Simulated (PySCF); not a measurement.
Species: C4H6F2OS.
Z-matrix (Å and degrees, GFN2-xTB geometry), rows numbered from 1:
```
C 
C   1  1.4882
C   2  1.3203  1  126.00
F   3  1.3443  2  124.37  1    -1.29
S   3  1.8301  2  122.86  1  -178.43
O   5  1.4589  3  104.55  2     6.45
C   5  1.8880  3   94.36  2   -97.83
F   7  1.3548  5  111.19  3   -63.83
H   1  1.0867  2  111.00  3    -0.34
H   1  1.0891  2  109.88  3  -121.32
H   1  1.0890  2  109.64  3   120.49
H   2  1.0814  1  118.07  3  -179.80
H   7  1.0922  5  108.39  3    56.52
H   7  1.0926  5  107.37  3   177.17
```

Computed with PBE0/def2-SVPD in PySCF (dipole) on a GFN2-xTB geometry, gas phase.

Take the most abundant isotopes and a rigid rotor. The values belong to one conformer with, in the numbering `[CH3:1]/[CH:2]=[C:3](\[F:4])[S@:5](=[O:6])[CH2:7][F:8]`, C2–C3–S5–O6 6°, C3–S5–C7–F8 -64°.

Q: What are A, B and C (GHz)?

A: Ia = 223.86, Ib = 400.05, Ic = 511.73 u·Å²; 505379 MHz·u·Å²/I gives 2258, 1263 and 987.6 MHz, that is A = 2.2576, B = 1.2633, C = 0.9876 GHz.

Q: Classify the top.

A: An asymmetric top: κ = (2 × 1263 − 2258 − 987.6)/(2258 − 987.6) = -0.57.

Q: What does the inertial defect say?

A: Not planar: Δ = Ic − Ia − Ib = -112.17 u·Å². For a rigid frame Δ = −2 Σ m c², so Σ m c² = 56.09 u·Å² lies off the ab plane: 7.81 from hydrogen and 48.28 from heavier atoms. The atom farthest from that plane is 1.74 Å away.

Q: Give the coordinates in the principal-axis frame, origin at the centre of mass.

A: The sense of each axis is arbitrary; atoms in the order of the calculation.
```csv
atom,mass (u),a (Å),b (Å),c (Å)
C1,12.000,-3.089,0.133,0.663
C2,12.000,-1.732,-0.439,0.451
C3,12.000,-0.775,0.086,-0.292
F4,18.998,-0.901,1.224,-0.997
S5,31.972,0.853,-0.715,-0.527
O6,15.995,0.719,-2.014,0.123
C7,12.000,1.715,0.321,0.795
F8,18.998,1.729,1.633,0.456
H9,1.008,-3.206,1.069,0.122
H10,1.008,-3.256,0.308,1.725
H11,1.008,-3.843,-0.575,0.322
H12,1.008,-1.492,-1.373,0.940
H13,1.008,1.177,0.195,1.737
H14,1.008,2.745,-0.036,0.869
```

Q: Which types of transition are allowed, and where do some lines up to J = 5 fall?

A: The dipole components are |μa| = 0.93 D, |μb| = 0.80 D, |μc| = 1.38 D. Intensities carry the squares of the components, which stand as 0.46 : 0.33 : 1.00 (a : b : c). Some of the stronger lines:

```csv
type,branch,"J(Ka,Kc)",MHz,lower level (cm⁻¹)
c,Q,"3(1,3) ← 3(0,3)",515,0.443
b,R,"2(0,2) ← 1(1,1)",3458,0.108
c,R,"1(1,0) ← 0(0,0)",3521,0.000
b,Q,"2(2,1) ← 2(1,2)",3810,0.249
b,R,"3(1,2) ← 2(2,1)",4149,0.376
a,R,"2(1,2) ← 1(1,1)",4226,0.108
a,R,"3(2,1) ← 2(2,0)",6942,0.378
a,R,"3(1,2) ← 2(1,1)",7132,0.277
c,R,"2(2,0) ← 1(1,0)",7810,0.117
b,R,"3(2,2) ← 2(1,1)",9736,0.277
b,Q,"5(5,1) ← 5(4,2)",10087,1.735
b,R,"3(2,1) ← 2(1,2)",10802,0.249
a,R,"5(4,2) ← 4(4,1)",11365,1.356
c,R,"4(2,2) ← 3(1,2)",12230,0.515
b,R,"4(3,2) ← 3(2,1)",14539,0.610
c,R,"5(2,4) ← 4(1,4)",15993,0.739
b,R,"5(3,3) ← 4(2,2)",16525,0.923
```

Q: Estimate the classical rotational partition function at 25 K, 50 K and 200 K.

A: Point group C1, symmetry number σ = 1; q = (√π/σ)·√((kT/h)³/(ABC)), k/h = 20836.6 MHz/K: 12600 at 25 K, 35500 at 50 K, 284000 at 200 K.

No frequency check. Constants of a rigid frame at the computed geometry: no zero-point averaging, no centrifugal distortion. A rigid rotor knows nothing of internal rotation, which can split or shift real lines.
